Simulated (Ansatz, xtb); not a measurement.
**Ranking isomers of C7H7Br**

4 gas-phase structures of C7H7Br, from a drawn sample of its isomers (lower ones may exist). Each was relaxed with GFN2-xTB:

A. `C=C1C=CC(C)=C1Br`, a singlet
B. `C=C1C=C/C1=C\CBr`, a singlet
C. `BrC1=C[C@@H]2C=C[C@H]1C2`, a singlet
D. `C#C/C=C(Br)\C=C\C`, a singlet

Task: Make a reasoned guess at their ranking by r2SCAN-D4/def2-SVP single-point energy.

Result: Calculated order at r2SCAN-D4/def2-SVP: A (0.0), C (73.6), B (144.2), D (161.7) kJ/mol.

Energies above the lowest of each column, in kJ/mol; the last columns are at PBE0-D3(BJ)/def2-SVP geometries and were run for some of them only (a dash: not run or not comparable):

```tsv
structure	GFN2-xTB	HF/STO-3G	r2SCAN-D4/def2-SVP	PBE0-D3(BJ)/def2-SVP	CCSD(T)/def2-SVP + ΔMP2/def2-TZVPP
A	0.0	33.6	0.0	0.0	0.0
C	2.3	0.0	73.6	56.6	57.0
B	144.7	220.3	144.2	143.3	140.8
D	153.1	242.2	161.7	–	–
```

CCSD(T)/def2-SVP + ΔMP2/def2-TZVPP puts A lowest of those it was run on; HF/STO-3G picks C. Flexible structures stand in one conformer each, not always the lowest. Frequencies (GFN2-xTB) were run for A, B, C alone. ΔMP2 is the change of the MP2 energy from the smaller to the larger basis.

Over these structures GFN2-xTB departs from r2SCAN-D4/def2-SVP by 25.7 kJ/mol on average once a common shift is removed. A GFN2-xTB relaxation took about 0.083 s and the r2SCAN-D4/def2-SVP energy about 3.3 s on a shared host (Ansatz 0.2.0, xtb 6.7.1).
